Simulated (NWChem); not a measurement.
Species: C2H4ClNOSi; SMILES C1[Si@](O)(CN=1)Cl

```xyz
10

O      1.9477    -0.3894     0.0205
Si     0.3368    -0.0235     0.0053
Cl    -0.7420    -1.8195     0.0328
C     -0.2804     1.3642     1.1037
N     -0.6852     2.1010     0.1251
C     -0.3542     1.3403    -1.1281
H      2.2219    -1.2912    -0.2002
H     -0.3945     1.6803     2.1405
H     -1.2555     1.1461    -1.7177
H      0.3498     1.9069    -1.7461
```
Atoms are numbered in this order, from 1.

Computed with NWChem. Medium grid unless said otherwise, to which SCAN and Minnesota functionals are sensitive. The geometry was optimised at B3LYP/6-31G* (spherical d). B3LYP is NWChem's, with the RPA form of VWN correlation. Total energies of different functionals are on different scales.

| level | energy (Ha) | highest occupied level (eV) | orbital gap (eV) | dipole (D) | relative time |
|---|---|---|---|---|---|
| PBE/def2-TZVP | -957.8799 | -6.03 | 3.67 | 1.61 | 1 |
| B3LYP/def2-TZVP | -958.4909 | -7.15 | 5.67 | 1.77 | 1 |
| Hartree-Fock/def2-TZVP | -955.9772 | -10.72 | 13.50 | 2.04 | 1 |
| CAM-B3LYP/def2-TZVP | -958.3853 | -8.75 | 8.72 | 1.88 | 10 |
| r2SCAN/def2-TZVP | -958.2904 | -6.27 | 4.10 | 1.70 | 1 |
| M06-2X/def2-TZVP | -958.3406 | -8.67 | 8.43 | 1.83 | 1 |

Times are rough ratios from one shared machine.
